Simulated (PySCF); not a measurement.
A PySCF script (with the pyscf-properties extension) for the NMR shieldings of SMILES S1C(C)=C(B(F)F)CC1, C₅H₇BF₂S, on a GFN2-xTB geometry:

```python
import basis_set_exchange as bse
import numpy as np
from pyscf import gto, dft
from pyscf.prop import nmr

atoms = """
C     2.277894   -0.045542    0.069832
C     0.825325   -0.348468    0.027312
C    -0.213204    0.505718   -0.113209
B    -0.142965    2.029132   -0.234561
F    -1.239765    2.762200   -0.381102
F     0.968746    2.752922   -0.194903
C    -1.560393   -0.185988   -0.198473
C    -1.403065   -1.610909    0.322996
S     0.368447   -2.029859    0.170264
H     2.795901   -0.621119   -0.696552
H     2.461497    1.011592   -0.087344
H     2.689721   -0.341309    1.034423
H    -2.314203    0.353950    0.374827
H    -1.883112   -0.192024   -1.244201
H    -1.979722   -2.340073   -0.240742
H    -1.658701   -1.691280    1.380021
"""
names = dict.fromkeys(["C", "B", "F", "S", "H"], "pcSseg-1")
basis = {el: gto.basis.parse(bse.get_basis(n, elements=[el], fmt="nwchem")) for el, n in names.items()}
mol = gto.M(atom=atoms, basis=basis, charge=0, verbose=0)
mf = dft.RKS(mol, xc="PBE0")
mf.grids.level = 2
mf.grids.alignment = dft.numint.BLKSIZE   # the property module wants whole blocks of grid points
mf.conv_tol = 1e-9
mf.kernel()

calc = nmr.RKS(mf)   # GIAO
C = mf.mo_coeff
Co = C[:, mf.mo_occ > 0]
resp = mf.gen_response(singlet=True, hermi=2)
def vind(x):   # induced exchange potential for any number of trial vectors
    d = np.einsum("pi,xij,qj->xpq", C, 2 * x.reshape(-1, C.shape[1], Co.shape[1]), Co, optimize=True)
    return np.einsum("xpq,pi,qj->xij", resp(d - d.transpose(0, 2, 1)), C, Co, optimize=True).ravel()
mo1, _ = nmr.rhf.solve_mo1(calc, with_cphf=vind)
sigma = calc.kernel(mo1)
for i, s in enumerate(sigma):   # ppm
    w = np.linalg.eigvalsh((s + s.T) / 2)
    print("%2d %-2s iso %8.1f  s11 %8.1f  s22 %8.1f  s33 %8.1f" % (i, mol.atom_pure_symbol(i), w.mean(), *w))
```

Question: Give the expected output.

Answer: 
```
 0 C  iso    167.9  s11    147.4  s22    168.3  s33    188.0
 1 C  iso      3.3  s11    -96.6  s22     -6.5  s33    113.1
 2 C  iso     66.3  s11    -12.6  s22     80.8  s33    130.8
 3 B  iso     78.9  s11     65.3  s22     79.8  s33     91.7
 4 F  iso    255.6  s11    115.7  s22    299.9  s33    351.3
 5 F  iso    268.6  s11    124.4  s22    305.6  s33    375.8
 6 C  iso    145.1  s11    106.1  s22    158.2  s33    171.1
 7 C  iso    148.0  s11    106.2  s22    162.4  s33    175.4
 8 S  iso    363.1  s11    188.7  s22    220.8  s33    679.7
 9 H  iso     29.8  s11     25.1  s22     28.3  s33     35.9
10 H  iso     28.5  s11     22.3  s22     29.2  s33     34.0
11 H  iso     29.6  s11     25.2  s22     27.9  s33     35.8
12 H  iso     28.5  s11     23.2  s22     28.3  s33     34.2
13 H  iso     28.6  s11     23.4  s22     28.0  s33     34.3
14 H  iso     28.5  s11     23.8  s22     26.4  s33     35.3
15 H  iso     28.3  s11     22.5  s22     27.0  s33     35.5
```

These numbers come from an equivalent density-fitted implementation of the same equations, which agrees with the script to about 0.01 ppm for H and up to a few tenths of a ppm for heavy atoms, so last digits may differ.

Size and cost of the density-fitted run: 195 basis functions, 59 s wall time on 1 thread of an Arm Neoverse N1, shared host; peak memory 0.86 GiB.
